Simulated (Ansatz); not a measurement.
Isomers of CH$_{4}$FNOSi, relaxed with PBE0-D4/def2-TZVP in Ansatz; electronic energies, one conformer each and not always the lowest. Functionals use def2-TZVPP; CBS adds triple-zeta CCSD(T) − MP2 to the MP2 limit of def2-TZVPP and def2-QZVPP.

**Question.** Order them by energy at frozen-core CCSD(T)/CBS, lowest first. (An estimate is asked.)
A. `N[Si]1(F)CO1`
B. `F[SiH]1NCO1`
C. `N=C(F)O[SiH3]`
D. `FC1N[SiH2]O1`
E. `NC1(F)O[SiH2]1`
F. `OC1(F)N[SiH2]1`
G. `O/C(F)=N/[SiH3]`

**Answer.** B (0.0 kJ/mol), A (26.8 kJ/mol), D (189.2 kJ/mol), C (245.7 kJ/mol), G (261.9 kJ/mol), E (340.8 kJ/mol), F (395.7 kJ/mol).

**Question.** How do HF/CBS(def2), PBE0-D4, MP2/CBS(def2), B3LYP place them (kJ/mol, against `F[SiH]1NCO1`)? (Best estimate.)

**Answer.** Ansatz gave: 
```json
{"isomer": "`O/C(F)=N/[SiH3]`", "HF/CBS(def2)": "242.6", "PBE0-D4": "238.5", "MP2/CBS(def2)": "274.4", "B3LYP": "229.5"}
{"isomer": "`N[Si]1(F)CO1`", "HF/CBS(def2)": "44.7", "PBE0-D4": "29.6", "MP2/CBS(def2)": "24.9", "B3LYP": "23.5"}
{"isomer": "`NC1(F)O[SiH2]1`", "HF/CBS(def2)": "366.6", "PBE0-D4": "318.5", "MP2/CBS(def2)": "351.8", "B3LYP": "322.1"}
{"isomer": "`N=C(F)O[SiH3]`", "HF/CBS(def2)": "224.5", "PBE0-D4": "229.9", "MP2/CBS(def2)": "261.3", "B3LYP": "217.3"}
{"isomer": "`FC1N[SiH2]O1`", "HF/CBS(def2)": "185.8", "PBE0-D4": "175.2", "MP2/CBS(def2)": "196.7", "B3LYP": "180.9"}
{"isomer": "`OC1(F)N[SiH2]1`", "HF/CBS(def2)": "422.9", "PBE0-D4": "368.8", "MP2/CBS(def2)": "407.8", "B3LYP": "377.1"}
```

B3LYP here is the variant with VWN-RPA as its local correlation; programs differ in this.
